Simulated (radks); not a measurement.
The fluorine anion F-, [Ne], held by a Watson sphere: a shell of charge +1 at radius R that stands for the Madelung well of a crystal (potential energy -1/R inside, -1/r outside, in hartree with lengths in bohr). All-electron calculation, scalar-relativistic Kohn-Sham, PBEsol, spin-polarised, spherical densities, finite nucleus; Fermi nuclear charge, rms radius of each element as measured or else 0.836 A^(1/3) + 0.57 fm. Program: a radial shooting solver on a logarithmic mesh with Libxc functionals. Response by self-consistent Sternheimer equations with the Hartree and adiabatic LDA kernel, the relativistic mass of each level held fixed and spin-orbit coupling left out. The sphere does not respond.

R (bohr) = 1.63: e(1s) (eV) -657.03; e(2s) (eV) -28.676; e(2p) (eV) -10.193; <r> 2p (bohr) 1.186; sum of <r^2> (bohr^2) 14.08; X-ray form factor at sin(theta)/lambda = 0.2 1/angstrom 7.063; alpha (bohr^3) 6.321
R (bohr) = 1.74: e(1s) (eV) -656.92; e(2s) (eV) -28.255; e(2p) (eV) -9.839; <r> 2p (bohr) 1.197; sum of <r^2> (bohr^2) 14.35; X-ray form factor at sin(theta)/lambda = 0.2 1/angstrom 7.033; alpha (bohr^3) 6.753
R (bohr) = 2.4: e(1s) (eV) -655.86; e(2s) (eV) -26.150; e(2p) (eV) -7.939; <r> 2p (bohr) 1.248; sum of <r^2> (bohr^2) 15.73; X-ray form factor at sin(theta)/lambda = 0.2 1/angstrom 6.917; alpha (bohr^3) 9.642
R (bohr) = 2.49: e(1s) (eV) -655.70; e(2s) (eV) -25.912; e(2p) (eV) -7.714; <r> 2p (bohr) 1.253; sum of <r^2> (bohr^2) 15.88; X-ray form factor at sin(theta)/lambda = 0.2 1/angstrom 6.908; alpha (bohr^3) 10.06
R (bohr) = 2.69: e(1s) (eV) -655.33; e(2s) (eV) -25.421; e(2p) (eV) -7.241; <r> 2p (bohr) 1.263; sum of <r^2> (bohr^2) 16.20; X-ray form factor at sin(theta)/lambda = 0.2 1/angstrom 6.890; alpha (bohr^3) 11.02
R (bohr) = 2.93: e(1s) (eV) -654.91; e(2s) (eV) -24.891; e(2p) (eV) -6.723; <r> 2p (bohr) 1.273; sum of <r^2> (bohr^2) 16.53; X-ray form factor at sin(theta)/lambda = 0.2 1/angstrom 6.874; alpha (bohr^3) 12.18
R (bohr) = 3.22: e(1s) (eV) -654.44; e(2s) (eV) -24.322; e(2p) (eV) -6.161; <r> 2p (bohr) 1.284; sum of <r^2> (bohr^2) 16.89; X-ray form factor at sin(theta)/lambda = 0.2 1/angstrom 6.861; alpha (bohr^3) 13.59
R (bohr) = 3.77: e(1s) (eV) -653.63; e(2s) (eV) -23.422; e(2p) (eV) -5.263; <r> 2p (bohr) 1.299; sum of <r^2> (bohr^2) 17.44; X-ray form factor at sin(theta)/lambda = 0.2 1/angstrom 6.846; alpha (bohr^3) 16.26
R (bohr) = 3.84: e(1s) (eV) -653.54; e(2s) (eV) -23.321; e(2p) (eV) -5.162; <r> 2p (bohr) 1.300; sum of <r^2> (bohr^2) 17.50; X-ray form factor at sin(theta)/lambda = 0.2 1/angstrom 6.845; alpha (bohr^3) 16.59
